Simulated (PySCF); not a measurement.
Species: C₅H₁₆N₂Si₂.
Cartesian coordinates in Å at the GFN2-xTB level; atoms count from 1:
```xyz
25
C5H16N2Si2 angstrom
C     -1.731    0.476    1.786
C     -1.870    0.632    0.278
C     -0.729    0.015   -0.538
C     -0.732   -1.508   -0.411
C     -0.959    0.376   -2.007
Si     0.951    0.732   -0.009
N      1.775    0.008    1.342
Si     3.191   -0.494    0.471
N      2.313    0.109   -0.900
H     -1.703   -0.572    2.069
H     -0.819    0.953    2.136
H     -2.578    0.939    2.289
H     -1.920    1.699    0.043
H     -2.817    0.184   -0.040
H      0.049   -1.934   -1.037
H     -1.692   -1.919   -0.727
H     -0.541   -1.819    0.612
H     -0.947    1.455   -2.147
H     -0.183   -0.057   -2.634
H     -1.925    0.000   -2.349
H      0.924    2.200    0.057
H      1.545   -0.050    2.315
H      3.396   -1.939    0.441
H      4.386    0.273    0.813
H      2.604    0.264   -1.846
```

Definitions: NICS(0) = −σiso at the ring centroid; NICS(1) = −σiso and NICS(1)zz = −σzz at ±1 Å along the ring normal z. Level: GIAO PBE0/pcSseg-1 (PySCF, non-relativistic, gas phase) on the GFN2-xTB geometry, one conformer.

Ring bond lengths (Å), with Mayer bond orders in brackets: Si6–N7 1.740 (0.91), N7–Si8 1.737 (0.97), Si8–N9 1.737 (0.98), N9–Si6 1.743 (0.90).

Task: What do the NICS probes read (ppm)?

Result: 
```json
{"ring": "Si6–N7–Si8–N9", "type": "4-membered ring with 2 N and 2 Si; formal bonds all single", "NICS(0)": "-7.9", "NICS(1), two faces": "-1.8 / -1.3", "NICS(1)zz, two faces": "0.3 / -0.8", "rms pucker (Å)": "0.03", "centre to ring atoms, mean (Å)": "1.23"}
```

Task: What do they say, and how far can they be read as aromaticity?

Result: 
- Si6–N7–Si8–N9: mean NICS(1)zz -0.3 ppm, near zero. Si6, Si8 have four or more neighbours; no verdict on aromaticity is drawn. NICS(0) lies 6 ppm below the mean NICS(1).

Task: What are the shieldings of the ring atoms and their hydrogens in the same run (means over atoms taken as equivalent)?

Result: 
| atoms | environment | σ isotropic (ppm) | principal values of the symmetric part, first atom (ppm) |
| --- | --- | --- | --- |
| Si6 | SiH silicon | 341.3 | 298.2, 349.1, 376.5 |
| N7 (×2) | nitrogen bridging silicon atoms | 247.8 | 196.6, 253.4, 282.9 |
| Si8 | SiH2 silicon | 369.5 | 346.9, 358.2, 403.3 |
| H21 | Si–H hydrogen | 25.93 | 22.2, 24.5, 31.1 |
| H22 (×2) | N–H hydrogen | 32.03 | 24.1, 28.0, 44.0 |
| H23 | Si–H hydrogen | 25.94 | 22.4, 23.5, 31.9 |
| H24 | Si–H hydrogen | 25.85 | 22.5, 22.9, 32.1 |
